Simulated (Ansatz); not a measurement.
## Relative stability

Two relaxed structures of BSiH3OF (charge -1), singlet (PBE0-D4/def2-TZVPD; forces vanish, vibrations not checked).

A:

B1  (0.131, 0.429, -0.300)
Si2  (1.077, -1.082, 0.588)
O3  (0.780, 1.380, -1.091)
F4  (-0.139, -2.159, 1.046)
H5  (0.223, 2.146, -1.233)
H6  (-1.012, 0.742, 0.026)
H7  (1.696, -1.846, -0.584)
(Å)

B:

```csv
atom,x (Å),y (Å),z (Å)
B1,-0.6402,0.6877,0.1134
Si2,0.4932,-0.0854,-1.3479
O3,0.8460,0.2299,0.5367
F4,0.2256,-1.7449,-1.1089
H5,-1.4691,0.0078,0.6879
H6,-0.7304,1.8906,0.2591
H7,0.7761,-0.6410,0.9390
```

Ansatz 0.2.0; basis: def2-TZVPPD; cores frozen in the correlated methods. B3LYP uses VWN-RPA correlation.

(1) Which structure is lower at CCSD(T), and by how much? (An estimate is asked for; the value comes from the calculation.)

T1 diagnostic: at most 0.020.

Answers

(1) The calculation gives: A, by 5.25 kcal/mol (electronic energy, against the other). By their contacts, A is BSiH₃OF ([OH][BH][SiH][F]), total charge -1 and B is BSiH₃OF ([F][Si]1[BH2][OH]1), total charge -1.

All methods give the same order:

| method | E(B) − E(A) (kcal/mol) |
| --- | --- |
| PBE-D4 | 4.51 |
| r2SCAN-D4 | 5.96 |
| PBE0-D4 | 5.24 |
| B3LYP-D4 | 6.88 |
| wB97M-V | 2.93 |
| HF | 13.78 |
| MP2 | 3.31 |
| CCSD | 6.19 |
| CCSD(T) | 5.25 |

Labels in which every atom is bracketed show which atoms are joined, not bond orders.

For scale, one of the runs: CCSD(T)/def2-TZVPPD, 216 basis functions, launched by `ansatz run in.yaml --threads 2 --pin off --events-out ev --progress --plain --max-ram 4352MiB`. Hardware: 2 CPU threads of an Arm Neoverse V2, shared host. Wall time 120 s; peak host memory 3.2 GiB.
